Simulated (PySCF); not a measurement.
## Input and output

[ReO2F2]− (singlet). PySCF 2.14.0, RKS B3LYP, Re def2-SVP with ECP60, O def2-SVP, F def2-SVP; non-relativistic Hamiltonian with scalar-relativistic core potentials where named; density fitting; no spin-orbit coupling. Purpose: singlet excitations, Tamm-Dancoff B3LYP.

```python
mol = gto.M(atom='''
Re     0.06654     0.06654     0.00000
O      1.72539    -0.10357     0.45183
O     -0.10357     1.72539    -0.45183
F     -1.80746    -0.17121     0.44019
F     -0.17121    -1.80746    -0.44019''',
    basis={'Re': 'def2-SVP', 'O': 'def2-SVP', 'F': 'def2-SVP'},
    ecp={'Re': 'def2-SVP'},
    charge=-1, spin=0)
mf = dft.RKS(mol, xc='B3LYP')
mf.grids.atom_grid = (50, 194)
mf = mf.density_fit()  # fitting sets: Re def2-universal-JKFIT, O def2-universal-JKFIT, F def2-universal-JKFIT
mf.conv_tol = 1e-08; mf.max_cycle = 55
mf.kernel(dm0)  # dm0: converged density of the relaxed state
td = mf.TDA(); td.nstates = 8; td.kernel()
```

Run from Python with OMP_NUM_THREADS=2; the lines above give its settings. Where DIIS fails, smearing, a level shift and second-order steps follow.
It took 14 s on 2 threads of Intel(R) Xeon(R) 6975P-C (Granite Rapids), on a shared host, from an already converged density.

Where do the frontier levels lie, over both spins?

HOMO -1.05 eV, LUMO 2.74 eV. 

What are the Mulliken charges and spins?


```csv
atom,charge (e),spin (e)
Re1,0.732,0.000
O2,-0.441,0.000
O3,-0.441,0.000
F4,-0.425,0.000
F5,-0.425,0.000
```

Which singlet excitations follow (Tamm-Dancoff, 8 states)?


```
state    eV  oscillator strength
    1  2.10               0.0024
    2  2.16               0.0001
    3  3.24               0.0001
    4  4.58               0.0006
    5  4.63               0.0004
    6  5.67               0.0036
    7  5.67               0.0260
    8  5.70               0.0002
```
For an anion in a basis without diffuse functions, states above the detachment energy aren't bound: they are resonances at best, or continuum confined by the basis.
Functionals without range separation put charge-transfer states too low; the basis has no diffuse functions.

The geometry was relaxed with PBE (Re def2-SVP with ECP60, O def2-SVP, F def2-SVP).
